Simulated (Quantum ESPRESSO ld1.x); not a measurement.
Species: Pd2+. Configuration: [Kr] 4d8 (the NIST ground configuration). Calculated with ld1.x of Quantum ESPRESSO 7.5: scalar-relativistic Kohn-Sham, LDA (Slater exchange, VWN5 correlation), spin-polarised, spherical densities, point nucleus; open shells are filled with parallel spins first. Some entries of the table are withheld. Estimate them.

orbital  occ.  eigenvalue (eV)  r(max) (bohr)  <1/r> (bohr^-1)
1s up       1         -24161.1          0.021            48.19
1s down     1         -24161.1          0.021            48.19
2s up       1         -3550.41          0.117            10.93
2s down     1         -3550.06          0.117            10.93
2p up       3         -3187.87          0.093            10.58
2p down     3         -3187.60          0.093            10.58
3s up       1         -660.546          0.344            3.821
3s down     1         -660.302          0.344            3.821
3p up       3         -541.407          0.335            3.642
3p down     3         -541.142          0.335            3.642
3d up       5         -351.600          0.281            3.418
3d down     5         -351.250          0.281            3.418
4s up       1         -111.178          0.848            1.465
4s down     1         -109.802          0.848            1.467
4p up       3         -76.8749          0.904              (1)
4p down     3         -75.4666          0.904              (2)
4d up       5         -28.1894           1.08              (3)
4d down     3         -26.8593           1.08              (4)
5s up       0         -20.8641           2.25           0.5051
5s down     0         -20.2348           2.27           0.4966
5p up       0         -14.4044           2.68           0.4167
5p down     0         -13.9829           2.73           0.4078

Answer. 
(1) 4p up <1/r> (bohr^-1): 1.315
(2) 4p down <1/r> (bohr^-1): 1.316
(3) 4d up <1/r> (bohr^-1): 0.9771
(4) 4d down <1/r> (bohr^-1): 0.9713
